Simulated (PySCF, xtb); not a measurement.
SiH₃I, SMILES I[SiH3].

Harmonic wavenumbers (cm⁻¹) from xtb with GFN2-xTB at its own minimum, in rising order: 406, 550, 550, 781, 781, 789, 2354, 2354, 2360.

What does PySCF with B3LYP-D3(BJ)/def2-TZVP give at its own minimum? (The exact figures need the calculation; the answer reports its results.)

350, 589, 589, 912, 952, 952, 2244, 2262, 2262. Paired by order, the mean absolute difference is 100 cm⁻¹ and the zero-point energies are 15.6 and 15.9 kcal/mol.
